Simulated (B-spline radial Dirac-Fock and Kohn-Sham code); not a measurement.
**Total conversion coefficients of Mg against transition energy**

The computed values come from a radial finite-basis atomic code: a Dirac-Hartree-Slater potential of the neutral atom with a Latter tail (no hole, which puts coefficients of high multipoles low close above an edge), finite nucleus with surface currents. Subshells within 1 keV of threshold and pair formation are left out.

```tsv
energy (keV)	E1	E2	E5	M1	M3	M4
12.6	4.31	333	1.03e+08	0.566	2940	208000
19.6	1.10	59.3	5.55e+06	0.165	375	17900
20	1.03	54.8	4.86e+06	0.156	342	16000
24.6	0.536	24.0	1.23e+06	0.0887	132	5090
26.6	0.419	17.6	730000	0.0717	91.9	3310
50	0.0557	1.36	10600	0.0134	5.32	107
58.6	0.0334	0.711	3650	0.00888	2.63	45.8
95.5	0.00687	0.0959	137	0.00257	0.317	3.54
100	0.00592	0.0795	101	0.00229	0.260	2.79
105	0.00506	0.0651	73.0	0.00203	0.212	2.18
150	0.00160	0.0152	6.93	0.000846	0.0480	0.362
164	0.00121	0.0106	3.88	0.000683	0.0334	0.234
200	0.000645	0.00481	1.08	0.000426	0.0151	0.0895
225	0.000447	0.00302	0.513	0.000324	0.00951	0.0513
235	0.000390	0.00255	0.391	0.000293	0.00804	0.0419
368	0.000103	0.000467	0.0261	0.000106	0.00151	0.00559
378	9.51e-05	0.000424	0.0224	0.000100	0.00137	0.00498
411	7.52e-05	0.000314	0.0139	8.37e-05	0.00102	0.00349
436	6.40e-05	0.000255	0.00999	7.37e-05	0.000829	0.00273
484	4.83e-05	0.000179	0.00564	5.90e-05	0.000579	0.00178
500	4.44e-05	0.000160	0.00474	5.51e-05	0.000519	0.00156
636	2.43e-05	7.39e-05	0.00138	3.36e-05	0.000236	0.000611
828	1.34e-05	3.43e-05	0.000406	2.00e-05	0.000105	0.000234
929	1.06e-05	2.52e-05	0.000248	1.60e-05	7.49e-05	0.000158
1000	9.18e-06	2.09e-05	0.000184	1.40e-05	6.08e-05	0.000123
1310	5.62e-06	1.11e-05	6.68e-05	8.58e-06	2.93e-05	5.27e-05
1660	3.83e-06	6.77e-06	3.07e-05	5.72e-06	1.62e-05	2.66e-05
2000	2.91e-06	4.76e-06	1.77e-05	4.22e-06	1.05e-05	1.62e-05
```

Problem. How fast do they fall between 1310 and 2000 keV?

Solution. As powers of the energy: E1 E^-1.56, E2 E^-2.00, E5 E^-3.14, M1 E^-1.68, M3 E^-2.43, M4 E^-2.79. Within one type (E or M) the higher multipoles fall faster.
